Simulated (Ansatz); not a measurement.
Molecule: sum formula TaO$_{2}$F, charge 1, multiplicity 2. The spin state was set by rule; other spins were not relaxed. 
Geometry from a B3LYP-D3(BJ)/def2-TZVP (Ansatz, a quantum-chemistry and plane-wave program) optimisation:
```
Ta
O 1 1.7640
O 1 1.7640 2 93.99
F 1 1.8363 2 106.82 3 -108.91
```
Charge +1, spin multiplicity 2.

Problem. Give the harmonic wavenumbers at B3LYP-D3(BJ)/def2-TZVP (Ansatz, finite differences of forces, unscaled).

Solution. 214, 226, 243, 316, 740, 936 cm⁻¹. Zero-point energy 3.8 kcal/mol.

Problem. From these and the geometry, give the ideal-gas thermochemistry at 298.15 K and 1 atm (rigid rotor, harmonic oscillator).

Solution. Point group Cs, rotational symmetry number 1. Rotational constants 6.563, 4.876, 3.796 GHz. S(trans) 42.23, S(rot) 25.38, S(vib) 7.42, S(elec, spin only) 1.38, S 76.4 cal/(mol K). H(298) - H(0) 3.69 kcal/mol; G - E(el) -15.3 kcal/mol.
